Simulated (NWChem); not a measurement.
# sulfur tetrafluoride (SF₄); SMILES FS(F)(F)F

All runs: NWChem. Coordinates come from a PBE0/def2-SVP optimisation. Level: PBE0/def2-SVP with SMD, gas-phase geometry; reactions with the solvents are ignored.

| SMD term (kcal/mol) | water | n-hexane |
|---|---|---|
| distortion of the solute's density | 0.15 | 0.03 |
| polarisation | -2.31 | -1.02 |
| cavity, dispersion and structure | 3.41 | 0.28 |

Problem. Sum the solvation free energies, find the transfer free energy from water to n-hexane and the partition coefficient at 298.15 K.

Solution. 
1. ΔG(solv, water) = 1.25 kcal/mol and ΔG(solv, n-hexane) = -0.71 kcal/mol (1 M gas to 1 M solution).
2. Transfer: -0.71 − (1.25) = -1.96 kcal/mol.
3. log₁₀ K(n-hexane/water) = −ΔG/(RT ln 10) = 1.96/1.364 = 1.4, so the model puts more of the solute in n-hexane.
4. Of the transfer energy, 1.17 kcal/mol is electrostatic and -3.13 comes from the non-electrostatic term. The two phases are taken as the pure solvents.
